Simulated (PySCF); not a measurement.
Chain-length series, silicon-germanium chain mercapto/mercapto (end groups after the name). Gas-phase values, no solvent. One relaxed conformer stands for each flexible species; it need not be the lowest. Strings in code marks are SMILES.

The HOMO from two functionals at the same geometries (r2SCAN-D4/def2-SVP), both in PySCF: PBE-D3(BJ)/def2-TZVP and r2SCAN-D4/def2-TZVP. 

```csv
species,PBE-D3(BJ)/def2-TZVP (eV),r2SCAN-D4/def2-TZVP (eV)
n = 1 (`S[SiH2][GeH2][SH]`),-5.92,-6.18
n = 2 (`S[SiH2][GeH2][SiH2][GeH2][SH]`),-5.88,-6.13
n = 3 (`[SiH2]([GeH2][SiH2]S)[GeH2][SiH2][GeH2][SH]`),-5.89,-6.16
```

Over these rows, drawn at random from the members with no instability flagged (it was tested for open shells, ions and some series alone), PBE minus r2SCAN-D4: mean +0.26 eV, from +0.26 eV to +0.27 eV.
